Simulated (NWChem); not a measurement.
Molecule: C$_{2}$H$_{4}$BFO$_{2}$; SMILES B(OC=O)(C)F

```xyz
10

C     -1.5489     0.6863     0.0000
B     -0.0019     0.8477     0.0000
F      0.5712     2.0412     0.0000
O      0.9336    -0.1792     0.0000
C      0.6770    -1.4998     0.0000
O     -0.3997    -2.0116     0.0000
H     -1.8743     0.0996    -0.8734
H     -2.0583     1.6594     0.0000
H     -1.8743     0.0996     0.8734
H      1.6353    -2.0599     0.0000
```
Atoms are numbered in this order, from 1.

Computed with NWChem. Medium grid unless said otherwise, to which SCAN and Minnesota functionals are sensitive. Coordinates come from a PBE0/def2-SVP optimisation. B3LYP is NWChem's, with the RPA form of VWN correlation.

Order these by “orbital gap (eV)”, lowest first: PBE/def2-TZVP; B3LYP/def2-TZVP; M06-2X/def2-TZVP; Hartree-Fock/def2-TZVP.

PBE/def2-TZVP (4.93), B3LYP/def2-TZVP (7.24), M06-2X/def2-TZVP (10.58), Hartree-Fock/def2-TZVP (16.17)
